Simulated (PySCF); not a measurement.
C₃H₅, SMILES [CH2]C=C, multiplicity 2. Geometry optimised at ωB97X-D3(BJ)/def2-TZVP.

Task: Give the equilibrium geometry at ωB97X-D3(BJ)/def2-TZVP (PySCF confirms it by a frequency run) as a Z-matrix, and its point group. (An estimate is asked for; the answer gives what the named calculation found.)

Result: point group C2v.
```
C
C 1 1.3808
C 1 1.3808 2 124.34
H 3 1.0829 1 121.50 2 180.00
H 2 1.0829 1 121.50 3 180.00
H 2 1.0849 5 117.72 1 180.00
H 3 1.0849 4 117.72 1 180.00
H 1 1.0880 2 117.83 5 0.00
```
Charge 0, spin multiplicity 2.
